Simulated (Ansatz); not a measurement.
ClFH₄SSi₂, SMILES `F[SiH2]S[SiH2]Cl`. Charge 0, multiplicity 1. Geometry: relaxed with PBE0-D4/def2-TZVP. It is one conformer, not always the lowest.

```xyz
9

F    -0.391   -1.567   -1.918
Si   -0.394   -1.532   -0.322
S     1.324   -0.523    0.410
Si    0.560    1.461    0.288
Cl   -0.577    1.938    1.926
H    -1.626   -0.830    0.099
H    -0.322   -2.925    0.164
H    -0.301    1.610   -0.905
H     1.726    2.368    0.257
```

Question: What is the dipole moment at PBE/def2-TZVPP? (Estimate.)

Answer: Computed: 0.12 D, with components (-0.06, 0.01, 0.11) D in this frame, pointing from negative to positive charge.

Question: And with r2SCAN, B3LYP, ωB97M-V? (Best estimate.)

Answer: Ansatz gave: r2SCAN 0.11 D, B3LYP 0.14 D, ωB97M-V 0.12 D.

Question: Give the Mulliken charges with PBE, ωB97M-V, B3LYP in def2-TZVPP. (Estimate.)

Answer: The calculation gave: 
| atom | PBE | ωB97M-V | B3LYP |
| --- | --- | --- | --- |
| F1 | -0.27 | -0.30 | -0.31 |
| Si2 | 0.51 | 0.48 | 0.59 |
| S3 | -0.25 | -0.25 | -0.29 |
| Si4 | 0.38 | 0.31 | 0.45 |
| Cl5 | -0.20 | -0.20 | -0.23 |
| H6 | -0.05 | -0.02 | -0.06 |
| H7 | -0.06 | -0.02 | -0.06 |
| H8 | -0.03 | 0.01 | -0.04 |
| H9 | -0.04 | 0.00 | -0.04 |

B3LYP here is the variant with VWN-RPA as its local correlation; programs differ in this.
